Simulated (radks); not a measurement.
Question: W, configuration [Xe] 4f14 5d4 6s1 6p1 (not the ground configuration). Method: scalar-relativistic Kohn-Sham, PBE, spin-unpolarised, spherical densities, finite nucleus; Fermi nuclear charge, rms radius 5.3658 fm; computed with a radial shooting solver on a logarithmic mesh with Libxc functionals. Some entries of the table are withheld. Estimate them.

orbital,occ.,eigenvalue (hartree),<r^2> (bohr^2)
1s,2,-2553.038,0.0004631
2s,2,(1),0.007121
2p,6,-385.5331,0.005891
3s,2,(2),0.04622
3p,6,-85.19616,0.04698
3d,10,-66.36246,0.03897
4s,2,-20.99496,0.2282
4p,6,-15.62944,0.2599
4d,10,(3),(4)
5s,2,-2.96357,1.280
5p,6,-1.64696,1.769
4f,14,-1.27932,(5)
6s,1,-0.24821,11.01
5d,4,-0.21681,4.957
6p,1,-0.07778,24.33

Answer: 
(1) 2s eigenvalue (hartree): -440.7243
(2) 3s eigenvalue (hartree): -101.5484
(3) 4d eigenvalue (hartree): -8.82130
(4) 4d <r^2> (bohr^2): 0.3030
(5) 4f <r^2> (bohr^2): 0.4643
